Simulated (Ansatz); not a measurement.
The cluster PtAu₂⁻. Charge -1, multiplicity 2. Geometry B3LYP-D4/def2-TZVP, that of the neutral singlet; atoms count from 1.

```
atom    x (Å)    y (Å)    z (Å)
 Pt1   1.3559  -0.1788   0.4240
 Au2  -0.8524   1.1092   0.7758
 Au3  -0.5035  -0.9304  -1.1998
```

In the def2 sets Au, Pt take a core potential; there is no spin–orbit coupling. The structure comes from a short search, and lower isomers may exist.

(1) Estimate the Mulliken populations from the PBE0/def2-TZVPD orbitals of Ansatz.

(2) Where does the spin sit?

(3) And the Mayer bond orders between heavy atoms (over 0.3)?

## Answers

(1) 
```
atom  charge (e)  spin (α − β)  d electrons
 Pt1       -0.17          0.41         9.42
 Au2       -0.42          0.30         9.85
 Au3       -0.42          0.30         9.85
```
Mulliken values depend strongly on the basis. With diffuse functions, as here, like atoms can get unlike values, and bond orders can come out too low or too high.

(2) Summed by element: Pt 0.41, Au 0.59, of 1 unpaired in all. Largest on single atoms: Pt1 0.41, Au2 0.30, Au3 0.30.

(3) Pt1–Au2 0.77 (2.58 Å); Pt1–Au3 0.77 (2.58 Å); Au2–Au3 0.55 (2.86 Å).
